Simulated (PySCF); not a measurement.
Input for PySCF: R-MP2/6-31G* on BCl, a point of a bond scan (R = 2.066 Å).

```python
from pyscf import gto, scf, dft, mp
from pyscf.data.elements import chemcore

mol = gto.M(
    atom='''
    B    -0.00000000   -0.00000000   -1.33031220
    Cl    0.00000000    0.00000000    0.73558440
    ''',
    basis='6-31g*',
    cart=True,
    charge=0, spin=0, verbose=3, max_memory=1800)
mf = scf.RHF(mol)
mf.conv_tol = 1e-8
mf.max_cycle = 100
mf.kernel()
if not mf.converged:
    mf = mf.newton().run(mf.mo_coeff, mf.mo_occ)
pt = mp.MP2(mf, frozen=chemcore(mol)).run()
```

Output:

```
converged SCF energy = -484.080777361658
E(RMP2) = -484.267318652348  E_corr = -0.186541290689847
E(SCS-RMP2) = -484.26715274363  E_corr = -0.186375381972137
```

Self-consistency was reached.

Cost: about 0.13 core-seconds (a rough figure).
